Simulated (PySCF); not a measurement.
Isomers of CH5BSi. All species are isolated molecules in the gas phase. One relaxed conformer stands for each flexible species; it need not be the lowest. Strings in code marks are SMILES. Quantity: electronic energy of isomers of CH5BSi relative to `[H]/B=C\[SiH3]`. Level 1: PBE-D3(BJ)/def2-TZVP // r2SCAN-D4/def2-TZVP (PySCF). Level 2: r2SCAN-D4/def2-TZVP (PySCF).

| case | level 1 (kcal/mol) | level 2 (kcal/mol) |
|---|---|---|
| `B1C[SiH2]1` | 4.9 | withheld |
| `C=B[SiH3]` | 6.4 | 7.8 |
| `B[SiH]=C` (H–B–Si–C torsion 0°) | 13.2 | 15.9 |
| `CB=[SiH2]` | 15.8 | 19.3 |
| `[H]/B=[SiH]/C` | 26.7 | 29.5 |

Q: Fit level 2 = a + b·x to the 4 complete rows by least squares, with x = level 1 in kcal/mol. Give a, b and the rms residual, and predict the withheld value.

A: Means of the 4 rows: x̄ = 15.525, ȳ = 18.125 kcal/mol. Σ(x − x̄)² = 213.63 and Σ(x − x̄)(y − ȳ) = 226.83, so b = 1.062 and a = ȳ − b·x̄ = 1.64 kcal/mol. The rms residual is 0.61 kcal/mol. At x = 4.9 the line gives 6.8 kcal/mol, outside the range of the fitted rows. The run for `B1C[SiH2]1` gave 7.7 kcal/mol, so the line is off by 0.9 kcal/mol, within twice the rms residual.

Codes: PySCF.
